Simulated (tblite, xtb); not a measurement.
Br3Pb, charge -1, singlet, geometry from GFN2-xTB (such geometries of metal compounds can be far from the true shape). Base run: GFN1-xTB (xtb).

xtb was given this input:
```
$ xtb mol.xyz --gfn 1 --chrg -1 --json

# file mol.xyz
4

Pb     0.00381371    -0.00015158     0.64375725
Br     0.60057734    -2.35520043    -0.50687391
Br     1.73497476     1.70048433    -0.51263926
Br    -2.34448708     0.65507125    -0.48871810
```

Programs used: tblite, xtb; a row that names a program was run with it.

Variants of this job, named by their change:

| change | ΔE vs base (kJ/mol) | HOMO-LUMO gap (eV) | G_solv (kcal/mol) | SCF cycles |
|---|---|---|---|---|
| base | 0.00 | 4.49 | - | 13 |
| alpb = benzene | -168.2 | 4.54 | -40.40 | 13 |
| etemp = 3000 | -0.02 | 4.49 | - | 13 |
| alpb = ether | -151.9 | 4.54 | -36.52 | 13 |
| alpb = dmf | -188.5 | 4.51 | -45.09 | 13 |
| program = tblite; method = gfn1; option = --spin-polarized | -0.04 | - | - | - |
| program = tblite; method = gfn1; option = (--efield, 0,0,0.1) | -9.47 | - | - | - |
| gbsa = acetonitrile | -205.8 | 4.51 | -49.24 | 13 |

ALPB and GBSA are two models with their own fitted parameters for each solvent, which aren't always the measured dielectric constant.
